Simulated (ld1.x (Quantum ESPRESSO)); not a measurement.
**vanadium: one change to an RRKJ potential, before and after**

ld1.x (Quantum ESPRESSO) 7.5 input, shortened:

```
&input
   title='V', zed=23., rel=1, dft='PZ', iswitch=3,
   config='[Ar] 3d3 4s1.75 4p0.25'
 /
 &inputp
   pseudotype=2, tm=.false., rho0=0.001, lloc=0,
   nlcc=.true., rcore=0.75
 /
3
4P  2  1   0.25   0.00  3.95  3.95  0.0
3D  3  2   3.00   0.00  1.40  1.40  0.0
4S  1  0   1.75   0.00  2.50  2.50  0.0
 &test
   configts(1)='3d3 4s1.75 4p0.25'
 /
```

Change: wave 4s (bound): rc 2.50 bohr becomes 4s (bound): rc 3.30 bohr.

Cutoffs: the cutoffs (Ry, on a coarse ladder) from which the occupation-weighted sum of valence levels, in a spherical-Bessel basis at the reference potential, stays within 10 and 1 mRy of its value at 400 Ry; they do not see the model core or the augmentation charge, which bear on the density cutoff. Errors are all-electron minus pseudo energies relative to the spin-unpolarised reference configuration.

**Question.** What does the change do?

**Answer.** The potential gets neither clearly harder nor softer (80 Ry and 90 Ry → 80 Ry and 90 Ry); of the 9 tests that both files solve, the error grows in 3 and shrinks in 2 by more than 15 % and 0.3 meV (median size 39.3 → 53.4 meV); neither file shows a bound ghost.

| quantity | base | changed |
| --- | --- | --- |
| cutoff, loose | 80 Ry | 80 Ry |
| cutoff, tight | 90 Ry | 90 Ry |
| bound ghosts | none | none |
| error for 3d3 4s2 4p0, meV [ΔE -0.84 eV] | -0.1 | -0.2 |
| error for 3d3 4s1 4p0, meV [ΔE 7.11 eV] | -4.4 | -3.0 |
| error for 3d3 4s0 4p0, meV [ΔE 21.65 eV] | -39 | -53 |
| error for 3d4 4s0 4p0, meV [ΔE 6.54 eV] | -364 | -309 |
| error for 3d3.5 4s1.5 4p0, meV [ΔE -0.81 eV] | -69 | -60 |
| error for 3d3 4s1 4p1, meV [ΔE 2.57 eV] | -2.0 | -3.5 |
| error for 3d3 4s0 4p1, meV [ΔE 11.28 eV] | -16 | -28 |
| error for 3d3 4s1.75 4p0.25 (spin-polarised), meV [ΔE -1.79 eV] | +93 | +97 |
| error for 3d3 4s2 4p0 (spin-polarised), meV [ΔE -2.46 eV] | +94 | +96 |
| s: phases at 4.30 bohr within 0.05 rad from the reference energy up to (Ry; the scan ends near 5) | 0.8 | 0.6 |
| p: phases at 4.30 bohr within 0.05 rad from the reference energy up to (Ry; the scan ends near 5) | 1.3 | 1.3 |
| d: phases at 4.30 bohr within 0.05 rad from the reference energy up to (Ry; the scan ends near 5) | 0.2 | 0.2 |
